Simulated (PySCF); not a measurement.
# How methods differ on the interval between two levels of Ga+

Ga+ [Ar] 3d10 4s2 → Ga+ [Ar] 3d9 4s2 4p1 [3F4, M_J = 4], as a difference of total energies. Computed with PySCF 2.14 in x2c-TZVPall-2c with one added diffuse shell each of s, p, d type (7s8p5d1f, 63 functions), with the two-component X2C-1e Hamiltonian. Correlated levels: [Ne] frozen. "Screened" scales the spin-orbit matrix elements by Boettger's factors to mimic the two-electron term; Breit and QED terms are absent.

| method | interval between two levels (cm⁻¹) |
| --- | --- |
| GHF (spin-free) | 156560 |
| GMP2 (spin-free) | 171450 |
| GHF (screened spin-orbit) | 155620 |
| GMP2 (screened spin-orbit) | 170520 |

The labels give the starting determinants; with spin-orbit coupling the two ends relaxed to ⟨J²⟩ = 0.00, ⟨L²⟩ = 0.00, ⟨S²⟩ = 0.00 and ⟨J²⟩ = 20.02, ⟨L²⟩ = 12.01, ⟨S²⟩ = 2.01.
